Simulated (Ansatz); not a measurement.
Two structures of Si2H5Cl3O, closed shell, reached by relaxing down either side of one saddle point (PBE0-D4/def2-TZVP). Energies are electronic, without zero-point energy. Program: Ansatz 0.2.0. Basis: def2-TZVPP and def2-QZVPP. Cores are frozen in the correlated methods. Extrapolation: Hartree–Fock as exp(−7.88 √X), correlation as X^−2.97. First:

```xyz
11
angstrom
Si -0.0935 -1.4214 -1.6535
H 1.2450 -0.8323 -1.5736
Cl -0.2599 -2.4582 -3.3970
Cl -0.3987 -2.7289 -0.1176
Cl -1.5296 0.0155 -1.6238
H 0.6320 -0.5624 1.5509
O 0.7587 0.1832 0.9618
Si 0.0607 1.6219 1.3803
H 0.3160 2.5370 0.2454
H -1.4017 1.4752 1.6056
H 0.6711 2.1705 2.6216
```

Second:

Si1  (-0.824, -0.672, -1.167)
H2  (2.706, -1.912, 0.682)
Cl3  (0.442, -0.834, -2.738)
Cl4  (-1.315, -2.523, -0.516)
Cl5  (-2.508, 0.293, -1.765)
H6  (2.134, -1.443, 0.583)
O7  (-0.113, 0.142, 0.012)
Si8  (-0.133, 1.458, 1.010)
H9  (-0.075, 2.694, 0.194)
H10  (-1.374, 1.441, 1.821)
H11  (1.058, 1.357, 1.883)
(Å)

Problem. Which bonds change from the first to the second?

Solution. SiHCl₃ ([Cl][SiH]([Cl])[Cl]) + SiH₄O ([OH][SiH3]) → Si₂H₃Cl₃O ([SiH3][O][Si]([Cl])([Cl])[Cl]) + H₂; bonds formed: Si1–O7, H2–H6; bonds broken: Si1–H2, H6–O7.

Problem. Give the saddle point's structure and its height above each. (Judge from chemistry; the value comes from the calculation.)

Solution. The calculation gives: 35.53 kcal/mol above the first and 58.30 kcal/mol above the second (CCSD(T) at an estimated basis limit (MP2 extrapolated from triple and quadruple zeta, plus CCSD(T) − MP2 in triple zeta)).
```json
{"atom": "Si1", "x (Å)": "-0.1026", "y (Å)": "-1.0803", "z (Å)": "-0.9083"}
{"atom": "H2", "x (Å)": "1.3042", "y (Å)": "-1.6837", "z (Å)": "-0.2539"}
{"atom": "Cl3", "x (Å)": "0.8107", "y (Å)": "-1.0138", "z (Å)": "-2.7418"}
{"atom": "Cl4", "x (Å)": "-1.0601", "y (Å)": "-2.8136", "z (Å)": "-0.3804"}
{"atom": "Cl5", "x (Å)": "-1.7966", "y (Å)": "0.0966", "z (Å)": "-1.3538"}
{"atom": "H6", "x (Å)": "1.1901", "y (Å)": "-0.7404", "z (Å)": "0.3762"}
{"atom": "O7", "x (Å)": "0.3968", "y (Å)": "0.0587", "z (Å)": "0.3569"}
{"atom": "Si8", "x (Å)": "-0.1111", "y (Å)": "1.5185", "z (Å)": "1.0739"}
{"atom": "H9", "x (Å)": "-0.1228", "y (Å)": "2.5737", "z (Å)": "0.0429"}
{"atom": "H10", "x (Å)": "-1.4345", "y (Å)": "1.3079", "z (Å)": "1.6911"}
{"atom": "H11", "x (Å)": "0.9261", "y (Å)": "1.7765", "z (Å)": "2.0975"}
```

The T1 diagnostic stays at or below 0.011.

Labels in which every atom is bracketed show which atoms are joined, not bond orders.

For scale, one of the runs: CCSD(T)/def2-TZVPP, 311 basis functions, launched by `ansatz run in.yaml --threads 4 --pin off --events-out ev --progress --plain --max-ram 66560MiB --backend cuda --devices 0, --max-vram 37GiB`. The run took 14 s on 4 CPU threads of an AMD EPYC 7R13 and a share of one NVIDIA H100 (shared host), with 0.84 GiB of host memory at its peak.
